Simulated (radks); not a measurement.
The numbers below are computed, except where a source is named.
The aluminium ion Al+, [Ne] 3s2. Code: a radial shooting solver on a logarithmic mesh with Libxc functionals. Model: non-relativistic Kohn-Sham, PBE, spin-polarised, spherical densities, point nucleus. Every spin shell is full or empty, so the densities are truly spherical. Functionals are evaluated on that one density, not self-consistently. Rank these orbital-free kinetic functionals by their error against the exact value of the orbitals, and give that value: Thomas-Fermi, von Weizsacker, TF + vW, TF + vW/9, TF + vW/5, LC94, revAPBEK, Thakkar, Pearson, LKT, PG1, DePristo-Kress, Ernzerhof.

Answer. Exact: 241.635 hartree. From best to worst, with 100 (|E| - |E exact|)/|E exact| (equal figures are ties): Thakkar -0.01, DePristo-Kress -0.03, LC94 +0.13, Ernzerhof +0.20, TF + vW/9 -0.52, revAPBEK +0.67, Pearson -1.84, TF + vW/5 +5.24, Thomas-Fermi -7.72, PG1 +27.05, LKT +33.19, von Weizsacker -35.21, TF + vW +57.07.
